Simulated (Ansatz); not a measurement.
Q: Name a neutral molecule of Cl, S, Si and H with size of the dipole moment (ωB97M-V/def2-TZVPP) between 1.55 and 1.85 D and LUMO energy (ωB97M-V/def2-TZVPP) between 0.90 and 1.20 eV (Ansatz, PBE0-D4/def2-TZVP geometry).

A: `Cl[SiH]1[SiH2]S1` (1.64 D, 1.02 eV). Other molecules can fit too; these were computed, each in one conformer that needn't be the lowest.
